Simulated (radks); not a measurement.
Results of a calculation; reference values are marked as such.
Species: neutral hydrogen. Configuration: 1s1.

Level of theory: scalar-relativistic Kohn-Sham, PBE, spin-polarised, spherical densities, finite nucleus; open shells are filled with parallel spins first; Gaussian nuclear charge, rms radius 0.8783 fm; hard spherical wall at 12 bohr (a radial shooting solver on a logarithmic mesh with Libxc functionals).

Energy parts (eV):
| part | energy |
|---|---|
| total | -13.606 |
| kinetic | 13.465 |
| electron-nucleus | -27.053 |
| Hartree | 8.349 |
| exchange-correlation | -8.367 |

Orbitals (lengths in bohr, moments of r in powers of bohr; r(max) is where P^2 peaks; r(90%) holds 90 % of the orbital's charge):
| orbital | occ. | eigenvalue (eV) | r(90%) | r(max) |
|---|---|---|---|---|
| 1s up | 1 | -7.5945 | 2.78 | 0.9828 |
| 2s up | 0 | 0.4812 | 8.86 | 5.945 |
| 2p up | 0 | 0.7617 | 8.62 | 5.376 |

The highest occupied level is 1s up at -7.594 eV. The pressure on the wall is 0.00000457 GPa. The electron density at the nucleus is 0.329 e/bohr^3 (large components only). The density falls to 0.001 e/bohr^3 at r = 2.91 bohr.
